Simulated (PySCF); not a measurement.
Computed with PySCF, PBE, basis Te def2-SVP with ECP28, Cl def2-SVP (scalar-relativistic core potentials, no spin–orbit coupling, density fitting). Open shells, if any, are unrestricted.

Question: What shape and geometry does isolated singlet TeCl6 take (every ligand bound to Te)?

Answer: Counting electrons, tellurium keeps none of its valence electrons outside its bonds, so the VSEPR class is AX6 and the expected shape is octahedral (Oh), as computed. The lowest minimum found is a singlet of Oh symmetry with Te–Cl 2.397 Å (×6); Cl–Te–Cl 90.0° (×12), Cl–Te–Cl 180.0° (×3). Its harmonic wavenumbers are 105 (t2u), 156 (t2g), 173 (t1u), 300 (eg), 314 (a1g), 357 (t1u) cm⁻¹ and its dipole moment is 0.00 D.
